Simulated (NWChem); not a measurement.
System: CH4CdS; SMILES C[S][CdH]

Input file for NWChem:

```
start job
memory heap 200 mb stack 900 mb global 1100 mb
geometry units angstroms noautoz
  Cd    -0.368874    -0.987017     0.054045
  H     -0.893073    -2.571566     0.023420
  S      0.434256     1.227633     0.105958
  C     -1.083645     2.241586    -0.005752
  H     -1.629816     2.077425    -0.945157
  H     -0.756961     3.290914     0.016793
  H     -1.760334     2.079577     0.844868
end
basis spherical
  * library def2-svpd
end
ecp
  Cd library def2-ecp
end
dft
  xc slater vwn_5
  iterations 150
  vectors input atomic output neutral.movecs
end
task dft energy
charge 1
dft
  odft
  mult 2
  vectors input atomic output cation.movecs
end
task dft energy
charge -1
dft
  odft
  mult 2
  vectors input atomic output anion.movecs
end
task dft energy
```

Structure relaxed at the PBE0/def2-SVP level. def2 effective core potentials on Cd; no spin-orbit coupling.

Ions are spin-unrestricted doublets at the neutral geometry; other ion states weren't tried.

**Question.** What results follow from this input? (LDA (Slater exchange, VWN5)/def2-SVPD with def2 effective core potentials on Cd, vertical spin-unrestricted ions.) Quantities: vertical ionisation energy, ΔSCF (eV); −ε(HOMO) (eV).

**Answer.** The vertical ionisation energy, ΔSCF (eV) is 8.82 and the −ε(HOMO) (eV) is 5.51.
